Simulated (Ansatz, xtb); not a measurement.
**Ligand exchange: BrF + CH2F2 → HF + CHBrF2**

Species: BrF (bromine fluoride), singlet; CH2F2 (difluoromethane) `FCF`, singlet; HF, singlet; CHBrF2 `FC(F)Br`, singlet. The partners trade Br for H: F–Br and C–H bonds give way to F–H and C–Br.

Shapes, held fixed at every level: PBE0-D4/def2-TZVP. Programs: Ansatz 0.2.0, xtb 6.7.1. The zero-point and thermal change to 298 K, harmonic and unscaled (PBE0-D4/def2-TZVP), is -3.7 kJ/mol.

| level | kind | ΔH(298 K) (kJ/mol) | less CCSD(T)/def2-TZVPP | CPU time (sum over the molecules) |
| --- | --- | --- | --- | --- |
| GFN2-xTB | semi-empirical | -65.6 | +126.7 | 0.16 s |
| r2SCAN-D4/def2-TZVPP | meta-GGA | -192.6 | -0.3 | 15 s |
| PBE0-D4/def2-TZVPP | global hybrid | -191.5 | +0.8 | 7.3 s |
| r2SCAN0-D4/def2-TZVPP | global hybrid | -199.8 | -7.5 | 15 s |
| B2PLYP/def2-TZVPP | double hybrid | -182.1 | +10.2 | 13 s |
| MP2/def2-TZVPP | perturbation theory | -208.2 | -15.9 | – |
| CCSD(T)/def2-SVP | coupled cluster or CI | -185.8 | +6.5 | 7.1 s |
| CCSD/def2-TZVPP | coupled cluster or CI | -191.2 | +1.1 | – |
| CCSD(T)/def2-TZVPP | coupled cluster or CI | -192.3 | 0.0 | 56 s |

The highest level, CCSD(T)/def2-TZVPP, gives ΔH(298 K) = -192.3 kJ/mol; the levels span -208.2 to -65.6. GFN2-xTB strays far from the other rows. The column of differences is taken from that level and isn't an error. No measured value is set beside it here. Relativity is left out for Br. Outer-core shells of Br are correlated, in sets that cover them unevenly. Times are processor times on shared x86 and Arm servers, and rough.
